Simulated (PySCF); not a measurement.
1-chloro-1,3-difluorobuta-1,2-diene (C4H3ClF2), SMILES CC(F)=C=C(F)Cl.

Geometry optimised at B3LYP-D3(BJ)/def2-SVP.

Two levels are set side by side: TDDFT-PBE/def2-SVPD (PySCF) and TDDFT-M06-2X/def2-SVPD (PySCF). Vertical, same geometry. The lowest singlet is HOMO→LUMO 99 % with PBE and HOMO→LUMO 90 % with the other functional; states are paired by order. Differences are taken from unrounded values.

| quantity | TDDFT-M06-2X |
|---|---|
| lowest singlet excitation (eV) | 5.12 |
| lowest triplet excitation (TDA) (eV) | 4.40 |
| first bright state (f over 0.05) (eV) | 7.31 |
| its oscillator strength | 0.83 |

Task: What does TDDFT-PBE give, and how far is it from TDDFT-M06-2X? (An estimate is asked for; the answer gives what the named calculation found.)

Result: 
| quantity | TDDFT-PBE | TDDFT-PBE minus TDDFT-M06-2X |
|---|---|---|
| lowest singlet excitation (eV) | 4.79 | -0.33 |
| lowest triplet excitation (TDA) (eV) | 4.09 | -0.31 |
| first bright state (f over 0.05) (eV) | 6.58 | -0.72 |
| its oscillator strength | 0.19 | -0.64 |

A lower first singlet is the usual sign of a functional without exact exchange. Differences between two approximate levels are no errors against the true value.

Rough cost on one machine, each run with all the roots and properties that it gave: TDDFT-M06-2X against TDDFT-PBE about 20 times.
